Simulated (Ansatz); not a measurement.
Level of theory: frozen-core CCSD(T)/cc-pVTZ // B3LYP-D3(BJ)/def2-TZVP run with Ansatz (a quantum-chemistry and plane-wave program).

Ansatz 0.2 input:
```yaml
crystal:
  periodic: [false, false, false]
  atoms:
    - { symbol: N, position_ang: [2.520432, 0.022564, 0.074906] }
    - { symbol: C, position_ang: [1.351753, 0.157387, 0.394749] }
    - { symbol: N, position_ang: [0.226558, 0.192612, 0.823266] }
    - { symbol: Si, position_ang: [-1.427867, -0.190177, 0.559868] }
    - { symbol: H, position_ang: [3.018202, 0.70959, -0.468706] }
    - { symbol: H, position_ang: [-1.879861, -1.072079, 1.655051] }
    - { symbol: H, position_ang: [-1.621355, -0.870584, -0.74182] }
    - { symbol: H, position_ang: [-2.203025, 1.067425, 0.581263] }
basis:
  gaussian: { orbitals: cc-pVTZ }
correlation:
  method: ccsd_t
```

Output:

```
Functional definition: HF
1041 factors; integrals over basis functions are off by at most 1.1e-3 eV
mean field evaluation 1: about -11918.3762 eV, gradient 3.5e1 eV
mean field evaluation 2: about -11918.6416 eV, gradient 3.5e1 eV
mean field evaluation 4: about -11921.3191 eV, gradient 3.6e0 eV
mean field evaluation 8: about -11921.3660 eV, gradient 3.2e-1 eV
mean field evaluation 16: about -11921.3674 eV, gradient 2.1e-6 eV
mean field -11921.36743519 eV, -438.1021726501 hartree, gradient 2.1e-6 eV, S^2 0.000000; 0 other end points of the search recorded, 0 dependent functions left out
8 core orbitals not correlated
reference -11921.36743519 eV, -438.1021726501 hartree; 11, 11 occupied and 161, 161 virtual orbitals, 1041 factors
second order -18.22715781 eV of doubles, -0.00000000 eV of singles
cycle   1  -18.11637168 eV  change    1.1e-1 eV  update   1.2e-1
cycle   2  -18.67794983 eV  change   -5.6e-1 eV  update   3.9e-2
cycle   3  -18.82421947 eV  change   -1.5e-1 eV  update   1.8e-2
cycle   4  -18.80698228 eV  change    1.7e-2 eV  update   4.0e-3
cycle   5  -18.80714817 eV  change   -1.7e-4 eV  update   1.8e-3
cycle   6  -18.80735209 eV  change   -2.0e-4 eV  update   4.4e-4
cycle   7  -18.80712271 eV  change    2.3e-4 eV  update   2.3e-4
cycle   8  -18.80707731 eV  change    4.5e-5 eV  update   9.1e-5
cycle   9  -18.80711582 eV  change   -3.9e-5 eV  update   3.6e-5
cycle  10  -18.80709824 eV  change    1.8e-5 eV  update   1.4e-5
perturbative correction -0.90563234 eV, -0.0332813745 hartree
Total energy: -11941.08016577 eV, -438.8266021370 hartree
```

Cost: very roughly 40 core-seconds.
